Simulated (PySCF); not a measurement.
# [Bi(HCN)]2+: one run

[Bi(HCN)]2+ (doublet). PySCF 2.14.0, UKS PBE0, Bi def2-SVP with ECP60, N def2-SVP, C def2-SVP, H def2-SVP; non-relativistic Hamiltonian with scalar-relativistic core potentials where named; density fitting; no spin-orbit coupling. Purpose: one electron added, vertical, doublet.

```python
mol = gto.M(atom='''
Bi    -0.00000    -0.00000    -0.22050
N      0.00000    -0.00000     1.95697
C     -0.00000    -0.00000     3.12697
H      0.00000     0.00000     4.25205''',
    basis={'Bi': 'def2-SVP', 'N': 'def2-SVP', 'C': 'def2-SVP', 'H': 'def2-SVP'},
    ecp={'Bi': 'def2-SVP'},
    charge=2, spin=1)
mf = dft.UKS(mol, xc='PBE0')
mf.grids.atom_grid = (50, 194)
mf = mf.density_fit()  # fitting sets: Bi def2-universal-JKFIT, N def2-universal-JKFIT, C def2-universal-JKFIT, H def2-universal-JKFIT
mf.conv_tol = 1e-08; mf.max_cycle = 55
mf.kernel(dm0)  # dm0: converged density of the relaxed state
```

Run from Python with OMP_NUM_THREADS=2; the lines above give its settings. Where DIIS fails, smearing, a level shift and second-order steps follow.
It took 2.7 s on 2 threads of Intel(R) Xeon(R) Processor @ 2.50GHz (Skylake/Cascade Lake) (shared host), from an already converged density.

Q: Where do the frontier levels lie, over both spins?

A: HOMO -18.09 eV, LUMO -16.11 eV. 

Q: What are the Mulliken charges and spins?

A: 
```tsv
atom	charge (e)	spin (e)
Bi1	1.620	0.980
N2	-0.202	-0.063
C3	0.286	0.088
H4	0.296	-0.005
```

Q: How does its energy compare with the relaxed singlet of charge +3 in vacuum?

A: It lies 20.567 eV lower.

Open shells may have lower solutions than the one found.
